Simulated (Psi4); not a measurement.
fluorine atom (F), doublet; MP2/6-311G** (Psi4 1.11).

Here is a job for Psi4.
```
memory 2 GB

molecule {
0 2
F     0.00000000    0.00000000    0.00000000
}

set {
  basis 6-311g**
  reference uhf
}

energy('mp2')
print_variables()
```

What the program printed (banner, timings and long lists left out):

```
    SCF Algorithm Type (re)set to DF.

   => Loading Basis Set <=

    Name: 6-311G**
    Role: ORBITAL
    Keyword: BASIS

         ---------------------------------------------------------
                                   SCF
               by Justin Turney, Rob Parrish, Andy Simmonett
                          and Daniel G. A. Smith
                              UHF Reference
         ---------------------------------------------------------

  ==> Geometry <==

    Molecular point group: d2h
    Geometry (in Angstrom), charge = 0, multiplicity = 2:

       Center              X                  Y                   Z               Mass
    ------------   -----------------  -----------------  -----------------  -----------------
         F            0.000000000000     0.000000000000     0.000000000000    18.998403162730

  Running in d2h symmetry.

  Rotational constants: A = ************  B = ************  C = ************ [cm^-1]
  Rotational constants: A = ************  B = ************  C = ************ [MHz]
  Nuclear repulsion =    0.000000000000000

  Charge       = 0
  Multiplicity = 2
  Electrons    = 9
  Nalpha       = 5
  Nbeta        = 4

  ==> Algorithm <==

  SCF Algorithm Type is DF.
  DIIS enabled.
  MOM disabled.
  Fractional occupation disabled.
  Guess Type is CORE.
  Energy threshold   = 1.00e-08
  Density threshold  = 1.00e-08
  Integral threshold = 1.00e-12

  ==> Primary Basis <==

  Basis Set: 6-311G**
    Blend: 6-311G**
    Number of shells: 8
    Number of basis functions: 18
    Number of Cartesian functions: 19
    Spherical Harmonics?: true
    Max angular momentum: 2

   => Loading Basis Set <=

    Name: (6-311G** AUX)
    Role: JKFIT
    Keyword: DF_BASIS_SCF

  ==> Integral Setup <==

  SCF_SUBTYPE=INCORE selected. In-core MEM_DF algorithm will be used.
  Using in-core AOs.

  ==> MemDFJK: Density-Fitted J/K Matrices <==

    J tasked:                   Yes
    K tasked:                   Yes
    wK tasked:                   No
    Algorithm:                 Core
    Schwarz Cutoff:           1E-12
    Mask sparsity (%):       0.0000
    Fitting Condition:        1E-10

   => Auxiliary Basis Set <=

  Basis Set: (6-311G** AUX)
    Blend: CC-PVTZ-JKFIT
    Number of shells: 25
    Number of basis functions: 79
    Number of Cartesian functions: 96
    Spherical Harmonics?: true
    Max angular momentum: 4

  Minimum eigenvalue in the overlap matrix is 8.9153543842E-02.
[...]
  @DF-UHF Final Energy:   -99.39687450432928
    Total Energy =                        -99.3968745043292898
[...]
 Magnitude           :                                                    0.0000000

 ------------------------------------------------------------------------------------

  //>>>>>>>>>>>>>>>>>>>>>>>>>>>>>>>>>>>//
  //               DFMP2               //
  //<<<<<<<<<<<<<<<<<<<<<<<<<<<<<<<<<<<//

   => Loading Basis Set <=

    Name: (6-311G** AUX)
    Role: RIFIT
    Keyword: DF_BASIS_MP2

	 --------------------------------------------------------
	                          DF-MP2
	      2nd-Order Density-Fitted Moller-Plesset Theory

	        Rob Parrish, Justin Turney, Andy Simmonett,
	           Ed Hohenstein, and C. David Sherrill
	 --------------------------------------------------------

	 --------------------------------------------------------
	                 NBF =    18, NAUX =    81
	 --------------------------------------------------------
	   CLASS    FOCC     OCC    AOCC    AVIR     VIR    FVIR
	   ALPHA       0       5       5      13      13       0
	    BETA       0       4       4      14      14       0
	 --------------------------------------------------------

	-----------------------------------------------------------
	 ==================> DF-MP2 Energies <====================
	-----------------------------------------------------------
	 Reference Energy          =     -99.3968745043292756 [Eh]
	 Singles Energy            =      -0.0000000000000000 [Eh]
	 Same-Spin Energy          =      -0.0426500248532310 [Eh]
	 Opposite-Spin Energy      =      -0.1330686826016385 [Eh]
	 Correlation Energy        =      -0.1757187074548695 [Eh]
	 Total Energy              =     -99.5725932117841381 [Eh]
	-----------------------------------------------------------
	 ================> DF-SCS-MP2 Energies <==================
	-----------------------------------------------------------
	 SCS Same-Spin Scale       =       0.3333333333333333 [-]
	 SCS Opposite-Spin Scale   =       1.2000000000000000 [-]
	 SCS Same-Spin Energy      =      -0.0142166749510770 [Eh]
	 SCS Opposite-Spin Energy  =      -0.1596824191219662 [Eh]
	 SCS Correlation Energy    =      -0.1738990940730432 [Eh]
	 SCS Total Energy          =     -99.5707735984023259 [Eh]
	-----------------------------------------------------------

  Variable Map:
  ----------------------------------------------------------------------------
[...]
  Array Variable Map:
  ----------------------------------------------------------------------------
[...]
[...]
```
